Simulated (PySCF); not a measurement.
**Polarisability and C₆ of Cu⁻ (copper, charge -1)**

[Ar] 3d10 4s2, closed-shell 1S. Computed with PySCF 2.14 in def2-QZVPPD, with no relativity, point nucleus. Coupled (time-dependent) response in atomic units; α is the mean over directions.

| method | mean α (bohr³) | C₆ (like pair) | S(−4) |
| --- | --- | --- | --- |
| CAM-B3LYP | 167.8 | 2246 | 17080 |

S(−4) is the Cauchy moment in α(ω) = α(0) + S(−4) ω² + …

α(iu) at CAM-B3LYP:

```
u (hartree)  α(iu) (bohr³)
          0          167.8
     0.0500          134.4
      0.100          86.35
      0.200          38.98
      0.300          22.28
      0.500          10.90
      0.750          6.317
       1.00          4.324
       1.50          2.521
       2.00          1.705
       3.00         0.9673
       5.00         0.4562
```

For an ion, C₆ is the dispersion term alone; charge-induced terms of lower order in 1/R come first.

The outer electron is barely bound at this level, so radii and moments hang on the diffuse functions.
